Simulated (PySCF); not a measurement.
**LiAs⁺: frontier orbitals**

UHF at R = 2.785 Å; Li 6-31G(d,p), As 6-31G(d,p); no relativity (PySCF 2.14). State: ⁴Σ⁻ (quartet), unpaired electrons σ ↑, π ↑↑. Only the outer orbitals are listed, counted within each symmetry.

| spin | orbital | occ. | ε (eV) | on Li (%) | main shells (%) |
| --- | --- | --- | --- | --- | --- |
| α | 8σ | 1 | -27.49 | 1 | 99 As s |
| α | 9σ | 1 | -15.76 | 14 | 85 As p |
| α | 4π | 1 | -15.12 | 1 | 99 As p |
| α | 4π | 1 | -15.12 | 1 | 99 As p |
| α | 10σ | 0 | -4.42 | 100 | 89 Li s, 11 Li p |
| α | 5π | 0 | -2.93 | 100 | 100 Li p |
| α | 5π | 0 | -2.93 | 100 | 100 Li p |
| β | 8σ | 1 | -20.44 | 3 | 97 As s |
| β | 9σ | 0 | -5.08 | 63 | 62 Li s, 36 As p |
| β | 4π | 0 | -3.98 | 36 | 64 As p, 36 Li p |
| β | 4π | 0 | -3.98 | 36 | 64 As p, 36 Li p |

Q: Which are the highest filled and the lowest empty level, where do they sit, and how wide is the gap?

A: Highest filled α 4π at -15.12 eV (in %: 99 As p); lowest empty β 9σ at -5.08 eV (in %: 62 Li s, 36 As p); the gap at UHF is 10.04 eV.

```json
{
  "bond order (Mayer)": "0.36",
  "⟨S²⟩": "3.751",
  "charge on Li (Mulliken, basis-dependent)": "0.79",
  "charge on Li (Löwdin, basis-dependent)": "0.58",
  "dipole moment (positive dipole points towards As; it is taken about the centre of mass and depends on that origin)": "-9.88 D",
  "polarisability along the bond": "29.7 bohr³",
  "polarisability across the bond": "19.6 bohr³"
}
```

Spin–orbit coupling is left out. The state was picked by a PBE0 search and need not be the measured ground state.
